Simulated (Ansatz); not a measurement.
The same molecule with X = B, Al, Ga. Ansatz, PBE0-D4/def2-TZVP geometries, multiplicity 1.

Scalar relativity is left out up to krypton.

```csv
X,molecule,mean X–C bond length / Å,mean X–Si bond length / Å,HOMO energy (B3LYP/def2-TZVPP) / eV,LUMO energy (PBE/def2-TZVPP) / eV,LUMO energy (ωB97M-V/def2-TZVPP) / eV
Al,`[SiH3][Al]1[CH2][SiH2]1`,1.962,2.391,-5.76,-2.90,-0.46
Ga,`[SiH3][Ga]1[CH2][SiH2]1`,1.932,2.404,-5.69,-2.40,0.12
```

(1) Give the row for X = B, `[SiH3]B1C[SiH2]1`. (Estimate.)

Results:

(1) Computed: 
```tsv
X	molecule	mean X–C bond length / Å	mean X–Si bond length / Å	HOMO energy (B3LYP/def2-TZVPP) / eV	LUMO energy (PBE/def2-TZVPP) / eV	LUMO energy (ωB97M-V/def2-TZVPP) / eV
B	`[SiH3]B1C[SiH2]1`	1.486	1.946	-6.68	-2.76	0.08
```

From B to Ga the mean X–C bond length isn't monotonic: highest at Al, lowest at B; the mean X–Si bond length rises at each step, by 0.458 Å in all; the HOMO energy (B3LYP/def2-TZVPP) rises at each step, by 0.99 eV in all; the LUMO energy (PBE/def2-TZVPP) isn't monotonic: highest at Ga, lowest at Al; the LUMO energy (ωB97M-V/def2-TZVPP) isn't monotonic: highest at Ga, lowest at Al.

B3LYP here is the variant with VWN-RPA as its local correlation; programs differ in this.
